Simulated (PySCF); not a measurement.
C₆ coefficients of unlike pairs at UHF

Calculated with PySCF 2.14 from the dipole response of each species, C₆(A,B) = (3/π) ∫ α_A(iu) α_B(iu) du, in atomic units, from isotropic polarisabilities. For ions this is the dispersion term alone; charge-induced terms of lower order in 1/R come first.

| species | configuration | basis | relativity | α (bohr³) | C₆ (like pair) |
| --- | --- | --- | --- | --- | --- |
| Ne | [Ne] (1S) | aug-cc-pVTZ-DK (5s4p3d2f) | spin-free X2C | 2.197 | 5.192 |
| N³⁺ | [He] 2s2 (1S) | aug-cc-pwCVTZ (7s6p4d2f) | none | 2.234 | 2.251 |
| Tl | [Xe] 4f14 5d10 6s2 6p1 (2P) | aug-cc-pwCVTZ-DK3 (11s10p8d5f1g) | spin-free X2C | 77.65 | 847.7 |
| N | [He] 2s2 2p3 (4S) | aug-cc-pVTZ (5s4p3d2f) | none | 7.113 | 23.21 |

Task: Estimate C₆ for N with Ne.

Result: The integral gives 10.22. The combination rule 2 C_A C_B / (C_A α_B/α_A + C_B α_A/α_B) gives 10.05 and the geometric mean 10.98.

No spin-orbit coupling is included.

The other pairs:

| pair | C₆ |
| --- | --- |
| N, Tl | 127.3 |
| N, N³⁺ | 7.223 |
| Tl, Ne | 49.89 |
| N³⁺, Ne | 3.155 |
| Tl, N³⁺ | 39.88 |
